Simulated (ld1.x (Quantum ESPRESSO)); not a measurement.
Ranking TM potentials for Mg

All share these settings but for the change named:

ld1.x (Quantum ESPRESSO) 7.5 input, shortened:

```
&input
   title='Mg', zed=12., rel=1, dft='PBE', iswitch=3,
   config='[Ne] 3s0.5 3p0'
 /
 &inputp
   pseudotype=2, tm=.true., lloc=0,
   nlcc=.true., new_core_ps=.true.
 /
2
3P  2  1   0.00   0.00  2.60  2.60  0.0
3S  1  0   0.50   0.00  2.05  2.05  0.0
 &test
   configts(1)='3s0.5 3p0'
 /
```

Test errors are all-electron minus pseudo excitation energies from the reference, over 3s2 3p0; 3s1 3p0; 3s1.5 3p0; 3s0 3p1; 3s1 3p1; 3s0 3p2. None of these files shows a bound ghost.

The base gives 15.2 meV.

Of 11 variants that were run, those that failed, showed a ghost or another fault, or gave nearly equal values are left out.

A variant can come out equal or close to the base, since the largest error may sit in a test that the change hardly touches while other tests move.

Task: Rank these variants by their largest absolute test error, smallest first.
A. wave 3s (bound): rc 2.05 bohr becomes 3s (bound): rc 2.02 bohr
B. core correction none
C. type RRKJ; local potential all-electron potential smoothed inside 2.00 bohr (lloc = -2); rho0 0.001

Result: A (15.2 meV), C (18.8 meV), B (184.1 meV).
